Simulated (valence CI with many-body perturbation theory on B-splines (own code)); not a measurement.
## Level structure of Mo3+

Computed by configuration interaction combined with many-body perturbation theory (CI+MBPT): three valence electrons over a frozen Dirac-Fock core [Kr], radial functions for each j: 7 s, 7 p, 8 d, 6 f, 4 g, 1 h, with the one-electron correlation potential Σ1, the two-electron term Σ2, the three-electron term Σ3, Breit, model QED; selected CI, second order for the rest, scaled by the run's own slope (own B-spline code, finite nucleus).

Against 64 measured levels this calculation errs by 530 cm⁻¹ on average and by 1922 at most. These come from a selection out of Sugar and Musgrove, J. Phys. Chem. Ref. Data 17, 155 (1988). Levels without a partner in it may be off by more, other configurations by 1,000 to 8,000 cm⁻¹.

Levels 46 to 90 of 236, with energies above the lowest level, 4d3 4F_3/2. "Leading %" is the weight of the configuration and term that name the level; weights of strongly mixed levels are sums over their largest components and can fall short. Lifetimes count E1, E2, E3, M1 and M2 decay at the calculated energies, and are blank where another channel may lead or the interval is too uncertain; long ones can be off by a factor of two.

| No. | Configuration | Term | J | E (cm⁻¹) | Leading % | Lifetime | Second component |
| --- | --- | --- | --- | --- | --- | --- | --- |
| 46 | 4d2.5p | 4F° | 9/2 | 115913 | 82 | 443 ps | 8 % 4d2.5p 4G° |
| 47 | 4d2.5p | 4G° | 11/2 | 115968 | 98 | 1.34 ns |  |
| 48 | 4d2.5p | 4D° | 5/2 | 116609 | 47 | 439 ps | 19 % 4d2.5p 2F° |
| 49 | 4d2.5p | 4D° | 3/2 | 116616 | 78 | 340 ps | 18 % 4d2.5p 2D° |
| 50 | 4d2.5p | 2D° | 5/2 | 117695 | 49 | 431 ps | 41 % 4d2.5p 4D° |
| 51 | 4d2.5p | 4D° | 7/2 | 118108 | 68 | 388 ps | 26 % 4d2.5p 2F° |
| 52 | 4d2.5p | 2S° | 1/2 | 118479 | 92 | 498 ps |  |
| 53 | 4d2.5p | 2G° | 7/2 | 118972 | 92 | 427 ps |  |
| 54 | 4d2.5p | 2G° | 9/2 | 120624 | 87 | 441 ps | 10 % 4d2.5p 4F° |
| 55 | 4d2.5p | 4S° | 3/2 | 121351 | 67 | 345 ps | 23 % 4d2.5p 2P° |
| 56 | 4d2.5p | 4D° | 1/2 | 123339 | 97 | 767 ps |  |
| 57 | 4d2.5p | 2P° | 3/2 | 123406 | 43 | 402 ps | 26 % 4d2.5p 4S° |
| 58 | 4d2.5p | 2F° | 5/2 | 123997 | 77 | 358 ps | 6 % 4d2.5p 4D° |
| 59 | 4d2.5p | 4D° | 3/2 | 124273 | 85 | 655 ps | 10 % 4d2.5p 2P° |
| 60 | 4d2.5p | 2P° | 1/2 | 125248 | 89 | 365 ps | 6 % 4d2.5p 4P° |
| 61 | 4d2.5p | 2F° | 7/2 | 125309 | 54 | 338 ps | 29 % 4d2.5p 2G° |
| 62 | 4d2.5p | 4D° | 5/2 | 125596 | 79 | 601 ps | 12 % 4d2.5p 2F° |
| 63 | 4d2.5p | 4D° | 7/2 | 126897 | 48 | 389 ps | 44 % 4d2.5p 2G° |
| 64 | 4d2.5p | 2D° | 3/2 | 126954 | 66 | 524 ps | 18 % 4d2.5p 2P° |
| 65 | 4d2.5p | 2G° | 9/2 | 126976 | 90 | 285 ps | 8 % 4d2.5p 2H° |
| 66 | 4d2.5p | 2D° | 5/2 | 127512 | 64 | 577 ps | 21 % 4d2.5p 4P° |
| 67 | 4d2.5p | 4P° | 1/2 | 127771 | 89 | 586 ps | 5 % 4d2.5p 2S° |
| 68 | 4d2.5p | 4D° | 7/2 | 128111 | 39 | 373 ps | 33 % 4d2.5p 2F° |
| 69 | 4d2.5p | 4P° | 3/2 | 128212 | 88 | 608 ps | 8 % 4d2.5p 2D° |
| 70 | 4d2.5p | 4P° | 5/2 | 129865 | 71 | 560 ps | 25 % 4d2.5p 2D° |
| 71 | 4d2.5p | 2H° | 9/2 | 130521 | 89 | 648 ps | 9 % 4d2.5p 2G° |
| 72 | 4d2.5p | 2H° | 11/2 | 132402 | 98 | 684 ps |  |
| 73 | 4d2.5p | 2D° | 3/2 | 132429 | 85 | 347 ps | 11 % 4d2.5p 2P° |
| 74 | 4d2.5p | 2D° | 5/2 | 132918 | 90 | 366 ps |  |
| 75 | 4d2.5p | 2P° | 1/2 | 134313 | 94 | 451 ps |  |
| 76 | 4d2.5p | 2P° | 3/2 | 135141 | 82 | 428 ps | 12 % 4d2.5p 2D° |
| 77 | 4d2.5p | 2F° | 7/2 | 135507 | 95 | 486 ps |  |
| 78 | 4d2.5p | 2F° | 5/2 | 136867 | 96 | 470 ps |  |
| 79 | 4d.5s2 | 2D | 3/2 | 144932 | 95 | 173 ns |  |
| 80 | 4d.5s2 | 2D | 5/2 | 147314 | 95 | 169 ns |  |
| 81 | 4d2.5p | 2P° | 1/2 | 151686 | 97 | 416 ps |  |
| 82 | 4d2.5p | 2P° | 3/2 | 154354 | 96 | 415 ps |  |
| 83 | 4d2.5d | 4G | 5/2 | 181060 | 61 | 468 ps | 33 % 4d2.5d 2F |
| 84 | 4d2.5d | 4H | 7/2 | 181735 | 70 | 459 ps | 22 % 4d2.5d 4G |
| 85 | 4d2.5d | 2F | 5/2 | 182288 | 54 | 499 ps | 35 % 4d2.5d 4G |
| 86 | 4d2.5d | 4D | 1/2 | 182296 | 75 | 482 ps | 23 % 4d2.5d 2P |
| 87 | 4d2.5d | 4G | 7/2 | 182367 | 71 | 464 ps | 21 % 4d2.5d 4H |
| 88 | 4d2.5d | 4H | 9/2 | 182668 | 65 | 473 ps | 31 % 4d2.5d 4G |
| 89 | 4d2.5d | 4D | 3/2 | 183033 | 92 | 487 ps |  |
| 90 | 4d2.5d | 2F | 7/2 | 183245 | 76 | 495 ps | 10 % 4d2.5d 4D |

Names give the largest LS component (configuration and term), which can be under half, so a name can repeat, a term be missing and a line seem to break the LS rules; names also repeat where a configuration has a term twice.

Where two levels of one J and parity lie close, their mixing, g and order are uncertain.
